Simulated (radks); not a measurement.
The numbers below are computed, except where a source is named.
Problem. These are the eigenvalues of the occupied orbitals of an atom or ion with whole-number occupations (eV). Code: a radial shooting solver on a logarithmic mesh with Libxc functionals. Model: scalar-relativistic Kohn-Sham, TASK exchange with Perdew-Wang LDA correlation, spin-polarised, spherical densities, finite nucleus; meta-GGA in the generalised Kohn-Sham scheme; Fermi nuclear charge, rms radius of each element as measured or else 0.836 A^(1/3) + 0.57 fm.

1s down: -25439.62
1s up: -25439.60
2s up: -3814.871
2s down: -3813.856
2p up: -3426.561
2p down: -3425.794
3s up: -753.3330
3s down: -752.8959
3p up: -625.0950
3p down: -624.5699
3d up: -422.4070
3d down: -421.5050
4s up: -156.5323
4s down: -153.2492
4p up: -118.3939
4p down: -114.9004
4d up: -61.8677
4d down: -58.0148

Which element is it, and in what charge state? The configuration may be excited. Open shells, if any, are filled with parallel spins first.

Solution. Z = 47, silver, charge +4: Ag4+ in [Kr] 4d7. The list shows which subshells hold electrons but not how many an open one holds; the 1s level, -934.89 hartree, gives Z - s = 43.2 by -(Z - s)^2/2, which with screening and relativity narrows Z to a few neighbours, and the depths of the outer levels then fix element, charge and occupations together.
